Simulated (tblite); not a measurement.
Record of a relaxation.

Compound: C3H6F4Si2.
SMILES with atom numbers: `[CH3:1][SiH2:2][Si@H:3]([F:4])[C:5]([F:6])=[C:7]([F:8])[F:9]` (hydrogens: H10, H11, H12 on C1; H13, H14 on Si2; H15 on Si3)

Computed with GFN2-xTB (tblite), gas phase: L-BFGS steps from a force-field or distance-geometry start until the largest atomic force falls under 0.01 eV/Å. 9 of its 151 geometries are shown.

Step 0: E = -867.0715 eV, largest atomic force 2.494 eV/Å
```
atom  x, y, z in Å  |  force x, y, z in eV/Å
C1     -2.228   -0.876   -0.040   -2.270  -1.034   0.002
Si2    -1.554    0.786   -0.479   -0.339   1.068  -0.043
Si3     0.630    1.014   -0.010    0.039   2.356  -0.729
F4      1.252    2.052   -1.209   -0.533  -1.184   1.415
C5      1.553   -0.567   -0.126    1.235  -1.187  -0.193
F6      0.961   -1.779    0.078    0.216   0.689  -0.053
C7      2.849   -0.552   -0.441    0.218   0.166   0.016
F8      3.470    0.658   -0.653   -0.282  -2.095   0.256
F9      3.599   -1.674   -0.541   -0.093   1.440  -0.142
H10    -1.745   -1.407    0.783    0.072  -0.019  -0.530
H11    -2.357   -1.502   -0.961    0.424   0.218   1.036
H12    -3.296   -0.713    0.316    1.100  -0.264  -0.366
H13    -2.261    1.795    0.359    0.096  -0.134  -0.259
H14    -1.744    1.104   -1.888   -0.260   0.039  -0.205
H15     0.868    1.668    1.281    0.378  -0.059  -0.203
```

Step 19: E = -867.6616 eV, largest atomic force 0.063 eV/Å
```
atom  x, y, z in Å  |  force x, y, z in eV/Å
C1     -2.332   -0.890   -0.050    0.025   0.027  -0.002
Si2    -1.650    0.829   -0.488    0.026   0.039  -0.032
Si3     0.597    1.080    0.031   -0.061  -0.017  -0.003
F4      1.275    2.022   -1.091   -0.017   0.007  -0.002
C5      1.611   -0.527   -0.124    0.017   0.030  -0.017
F6      0.974   -1.705    0.085   -0.004   0.044  -0.013
C7      2.898   -0.574   -0.434    0.000  -0.022  -0.005
F8      3.626    0.514   -0.637   -0.005  -0.013   0.006
F9      3.649   -1.657   -0.586    0.018  -0.043   0.000
H10    -1.746   -1.369    0.729   -0.015  -0.030   0.034
H11    -2.327   -1.553   -0.910    0.026  -0.006  -0.001
H12    -3.357   -0.824    0.303    0.007  -0.001  -0.016
H13    -2.376    1.852    0.281   -0.016   0.005   0.026
H14    -1.911    1.116   -1.909    0.012  -0.023   0.021
H15     1.064    1.693    1.272   -0.013   0.004   0.002
```

Step 38: E = -867.6725 eV, largest atomic force 0.146 eV/Å
```
atom  x, y, z in Å  |  force x, y, z in eV/Å
C1     -2.297   -0.901   -0.036   -0.007  -0.048   0.025
Si2    -1.661    0.834   -0.464    0.117   0.075  -0.044
Si3     0.594    1.130    0.020   -0.052  -0.013  -0.014
F4      1.247    2.116   -1.081    0.006  -0.046   0.037
C5      1.604   -0.478   -0.180   -0.021  -0.021   0.004
F6      0.910   -1.631   -0.003   -0.029  -0.003   0.022
C7      2.894   -0.607   -0.450    0.006   0.022   0.006
F8      3.703    0.424   -0.642   -0.018   0.014   0.017
F9      3.570   -1.745   -0.566   -0.011   0.033  -0.029
H10    -1.814   -1.304    0.850    0.005   0.000   0.019
H11    -2.119   -1.603   -0.846    0.047  -0.005  -0.003
H12    -3.366   -0.894    0.154   -0.018   0.037  -0.018
H13    -2.395    1.838    0.325   -0.017  -0.020  -0.016
H14    -1.919    1.107   -1.889   -0.030   0.000   0.042
H15     1.044    1.721    1.280    0.022  -0.026  -0.047
```

Step 56: E = -867.6886 eV, largest atomic force 0.118 eV/Å
```
atom  x, y, z in Å  |  force x, y, z in eV/Å
C1     -2.233   -0.893   -0.025   -0.052  -0.103   0.027
Si2    -1.649    0.859   -0.457   -0.006  -0.042   0.002
Si3     0.603    1.147    0.017   -0.082   0.058   0.014
F4      1.287    2.113   -1.083   -0.015  -0.033   0.013
C5      1.550   -0.492   -0.193    0.014   0.005  -0.006
F6      0.826   -1.630   -0.059    0.040  -0.016  -0.007
C7      2.839   -0.620   -0.461    0.023  -0.019  -0.019
F8      3.653    0.415   -0.597   -0.022   0.011   0.011
F9      3.511   -1.752   -0.633    0.018  -0.029  -0.004
H10    -1.929   -1.188    0.977    0.003   0.029  -0.017
H11    -1.842   -1.641   -0.710    0.026   0.052   0.016
H12    -3.318   -0.959   -0.064    0.011   0.022  -0.010
H13    -2.421    1.812    0.356    0.013   0.043   0.002
H14    -1.972    1.120   -1.869    0.031   0.026  -0.003
H15     1.091    1.716    1.271    0.000  -0.002  -0.018
```

Step 75: E = -867.6940 eV, largest atomic force 0.051 eV/Å
```
atom  x, y, z in Å  |  force x, y, z in eV/Å
C1     -2.244   -0.890   -0.013   -0.008  -0.005   0.011
Si2    -1.661    0.864   -0.443   -0.001  -0.004  -0.011
Si3     0.590    1.123    0.028    0.005   0.009   0.010
F4      1.248    2.082   -1.093    0.012  -0.007   0.000
C5      1.556   -0.508   -0.193   -0.008   0.004  -0.050
F6      0.847   -1.659   -0.089    0.013  -0.004   0.010
C7      2.844   -0.618   -0.473    0.008  -0.001   0.028
F8      3.646    0.431   -0.583   -0.002   0.002  -0.001
F9      3.530   -1.739   -0.666    0.005   0.003  -0.011
H10    -2.019   -1.137    1.021   -0.024   0.002   0.013
H11    -1.762   -1.643   -0.632   -0.004   0.021  -0.011
H12    -3.316   -0.988   -0.151   -0.006  -0.002   0.004
H13    -2.421    1.843    0.351    0.010  -0.016   0.002
H14    -1.945    1.145   -1.858   -0.004  -0.010  -0.011
H15     1.106    1.701    1.265    0.005   0.008   0.016
```

Step 94: E = -867.6968 eV, largest atomic force 0.012 eV/Å
```
atom  x, y, z in Å  |  force x, y, z in eV/Å
C1     -2.291   -0.883    0.005    0.002  -0.003   0.000
Si2    -1.655    0.850   -0.435   -0.001  -0.001  -0.007
Si3     0.600    1.101    0.031    0.001  -0.001   0.002
F4      1.249    2.073   -1.084   -0.004   0.004   0.004
C5      1.580   -0.516   -0.223    0.002  -0.001   0.006
F6      0.889   -1.679   -0.129   -0.001   0.000  -0.007
C7      2.875   -0.601   -0.485    0.000  -0.001   0.001
F8      3.656    0.465   -0.580    0.000  -0.001   0.004
F9      3.584   -1.706   -0.684   -0.002   0.000  -0.007
H10    -2.160   -1.099    1.062   -0.003   0.005  -0.003
H11    -1.770   -1.658   -0.551    0.001   0.005   0.005
H12    -3.349   -0.973   -0.220    0.004   0.000   0.011
H13    -2.401    1.849    0.349    0.004  -0.002  -0.005
H14    -1.930    1.115   -1.856   -0.002  -0.001  -0.008
H15     1.119    1.670    1.272   -0.003  -0.003   0.002
```

Step 112: E = -867.7015 eV, largest atomic force 0.109 eV/Å
```
atom  x, y, z in Å  |  force x, y, z in eV/Å
C1     -2.331   -0.846    0.106   -0.059   0.012  -0.041
Si2    -1.643    0.813   -0.505   -0.006   0.034  -0.030
Si3     0.589    1.054    0.064    0.031  -0.003   0.031
F4      1.282    2.120   -0.933   -0.025   0.054   0.021
C5      1.605   -0.514   -0.314   -0.088   0.045  -0.001
F6      0.908   -1.671   -0.416   -0.012  -0.104  -0.031
C7      2.909   -0.567   -0.529    0.046  -0.041   0.005
F8      3.697    0.491   -0.425    0.000   0.075  -0.004
F9      3.627   -1.635   -0.854    0.016  -0.063  -0.001
H10    -2.291   -0.900    1.188    0.007  -0.034   0.077
H11    -1.783   -1.696   -0.287    0.041   0.003  -0.017
H12    -3.371   -0.967   -0.185    0.019   0.022  -0.003
H13    -2.411    1.893    0.138    0.027  -0.005  -0.021
H14    -1.841    0.946   -1.958   -0.004  -0.031   0.018
H15     1.049    1.487    1.380    0.006   0.035  -0.005
```

Step 131: E = -867.7131 eV, largest atomic force 0.035 eV/Å
```
atom  x, y, z in Å  |  force x, y, z in eV/Å
C1     -2.370   -0.783    0.230   -0.001  -0.007   0.009
Si2    -1.616    0.757   -0.584    0.015  -0.003   0.016
Si3     0.579    1.001    0.114   -0.014  -0.006   0.010
F4      1.270    2.231   -0.672    0.003   0.009  -0.026
C5      1.610   -0.500   -0.461    0.001   0.004   0.000
F6      0.919   -1.620   -0.789    0.009   0.002   0.002
C7      2.928   -0.539   -0.572    0.011   0.006   0.004
F8      3.697    0.496   -0.262   -0.016  -0.031   0.001
F9      3.676   -1.558   -0.981   -0.019   0.028   0.000
H10    -2.336   -0.719    1.315   -0.009  -0.002  -0.018
H11    -1.841   -1.686   -0.062    0.004   0.008   0.003
H12    -3.409   -0.907   -0.059    0.008   0.007   0.006
H13    -2.390    1.943   -0.186    0.007  -0.005  -0.004
H14    -1.719    0.634   -2.046    0.000   0.000  -0.010
H15     0.997    1.257    1.489    0.002  -0.009   0.007
```

Step 150: E = -867.7140 eV, largest atomic force 0.009 eV/Å
```
atom  x, y, z in Å  |  force x, y, z in eV/Å
C1     -2.386   -0.763    0.265   -0.006  -0.002   0.000
Si2    -1.605    0.733   -0.601    0.000  -0.001   0.002
Si3     0.577    0.982    0.131   -0.001  -0.003   0.003
F4      1.259    2.239   -0.619    0.004   0.006  -0.005
C5      1.616   -0.491   -0.494    0.001  -0.004  -0.001
F6      0.930   -1.589   -0.898   -0.003  -0.002  -0.005
C7      2.935   -0.526   -0.585    0.000   0.001   0.000
F8      3.699    0.485   -0.197    0.001   0.003   0.002
F9      3.689   -1.518   -1.044   -0.001  -0.002   0.001
H10    -2.384   -0.650    1.346    0.002   0.002  -0.003
H11    -1.854   -1.681    0.028   -0.003   0.005   0.000
H12    -3.419   -0.895   -0.046    0.003  -0.005  -0.001
H13    -2.374    1.943   -0.272   -0.001  -0.002  -0.001
H14    -1.678    0.546   -2.059    0.000   0.001   0.006
H15     0.991    1.192    1.515    0.003   0.003   0.001
```

Q: Summarise the path.

A: The energy falls by 14.82 kcal/mol from step 0 to step 150; nine tenths of that is first reached at step 12. It rises by more than 0.2 meV at step 50. The largest force goes from 2.494 to 0.009 eV/Å. Among the bonds Si3–F4 changes most, from 1.703 to 1.615 Å; the atoms move by 0.638 Å rms after alignment.

The cost below is that of the whole relaxation. Time: 2.0 s. Hardware: an Arm Neoverse N1 with one thread (shared host).
